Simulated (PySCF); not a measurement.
# Selenium: a sound run and one with changed settings

Sound run: Se [Ar] 3d10 4s2 4p4, Se+ [Ar] 3d10 4s2 4p3. Calculation: PySCF 2.14, in Sapporo-DKH3-DZP-2012 (6s5p3d1f, 43 functions); scalar relativity by spin-free X2C-1e. The sound run starts from symmetry-adapted Hartree-Fock orbitals and uses a fine grid where one is needed.

Changed run: 14 angular points. This setting is unsound on purpose.

| species | method | sound run (hartree) | changed run (hartree) | converged |
| --- | --- | --- | --- | --- |
| Se | UHF | -2428.01033 | -2428.01033 | yes |
| Se | TPSS | -2429.69470 | -2429.69422 | yes |
| Se | B3LYP | -2429.80539 | -2429.80528 | yes |
| Se+ | UHF | -2427.69846 | -2427.69846 | yes |
| Se+ | TPSS | -2429.34096 | -2429.34096 | yes |
| Se+ | B3LYP | -2429.44584 | -2429.44584 | yes |

Ionisation energy of Se:

| method | sound run (eV) | changed run (eV) |
| --- | --- | --- |
| UHF | 8.486 | 8.486 |
| TPSS | 9.626 | 9.613 |
| B3LYP | 9.784 | 9.781 |

A coarse angular grid integrates products of high-l functions wrongly, so density functionals can shift, and the SCF can exploit the error; Hartree-Fock and MP2 need no grid.

For comparison, NIST gives 9.752 eV between the lowest levels.
